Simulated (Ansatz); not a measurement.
Si₁₉H₂₈, a nanocrystal cut from cubic silicon. The state is a singlet with charge 0. Geometry PBE-D4/def2-SVP.

```xyz
47

Si    2.387    2.468    2.142
Si    0.874   -0.481    3.922
Si    0.755    3.819   -1.104
Si   -0.697    0.761    0.667
Si   -2.344    2.182   -2.474
Si    1.050    0.278   -2.709
Si   -3.903   -0.855   -0.639
Si    2.670   -1.062    0.511
Si   -0.497   -2.735   -0.888
Si   -2.320   -2.165    2.511
Si    2.732    3.714    0.172
Si    1.335    0.392    1.784
Si   -0.430   -2.442    3.890
Si    3.097   -0.186   -1.636
Si   -0.282    1.730   -1.430
Si   -1.827   -1.277    0.387
Si   -3.738    0.296   -2.688
Si    0.010   -1.818   -2.999
Si    1.589   -3.123    0.139
H     3.696    2.261    2.862
H     1.484    3.275    3.044
H     0.100    0.573    4.676
H     2.165   -0.727    4.663
H    -0.227    4.691   -0.360
H     1.031    4.468   -2.438
H    -1.554    1.698    1.488
H    -3.065    3.193   -1.614
H    -2.107    2.810   -3.825
H     1.312    0.909   -4.057
H    -4.700    0.008    0.310
H    -4.654   -2.149   -0.828
H     3.976   -1.294    1.236
H    -1.231   -4.045   -1.063
H    -3.249   -1.191    3.195
H    -3.052   -3.475    2.362
H     3.152    5.116    0.544
H     3.839    3.100   -0.640
H    -0.888   -2.751    5.296
H     0.395   -3.604    3.407
H     3.972    1.038   -1.567
H     3.824   -1.239   -2.440
H    -3.205   -0.622   -3.754
H    -5.116    0.748   -3.111
H    -1.220   -1.707   -3.861
H     0.988   -2.738   -3.692
H     1.436   -3.904    1.419
H     2.438   -3.938   -0.809
```

Single mean-field runs in def2-TZVP are fitted with def2-universal-jkfit.

**Question.** Estimate the orbital energies around the gap (eV) in Ansatz with HF/def2-TZVP, PBE-D4/def2-TZVP, r2SCAN-D4/def2-TZVP, B97M-V/def2-TZVP, PBE0-D4/def2-TZVP.

**Answer.** 
```csv
orbital,HF/def2-TZVP,PBE-D4/def2-TZVP,r2SCAN-D4/def2-TZVP,B97M-V/def2-TZVP,PBE0-D4/def2-TZVP
HOMO−13,-11.41,-7.62,-7.92,-8.08,-8.75
HOMO−12,-11.05,-7.38,-7.66,-7.82,-8.48
HOMO−11,-11.05,-7.38,-7.66,-7.82,-8.48
HOMO−10,-10.53,-7.08,-7.34,-7.51,-8.10
HOMO−9,-10.53,-7.08,-7.34,-7.51,-8.10
HOMO−8,-10.32,-6.91,-7.17,-7.35,-7.95
HOMO−7,-10.32,-6.91,-7.17,-7.35,-7.95
HOMO−6,-10.14,-6.83,-7.08,-7.27,-7.84
HOMO−5,-10.12,-6.83,-7.08,-7.27,-7.84
HOMO−4,-10.12,-6.81,-7.06,-7.23,-7.82
HOMO−3,-10.07,-6.75,-7.00,-7.19,-7.76
HOMO−2,-9.36,-6.38,-6.59,-6.77,-7.30
HOMO−1,-9.30,-6.21,-6.42,-6.63,-7.14
HOMO,-9.30,-6.21,-6.42,-6.63,-7.14
LUMO,1.65,-2.16,-2.06,-2.25,-1.47
LUMO+1,1.69,-2.13,-2.00,-2.24,-1.43
LUMO+2,1.69,-2.08,-1.94,-2.15,-1.39
LUMO+3,1.70,-2.08,-1.94,-2.15,-1.39
LUMO+4,1.88,-1.94,-1.79,-1.98,-1.22
LUMO+5,1.88,-1.94,-1.79,-1.98,-1.22
```
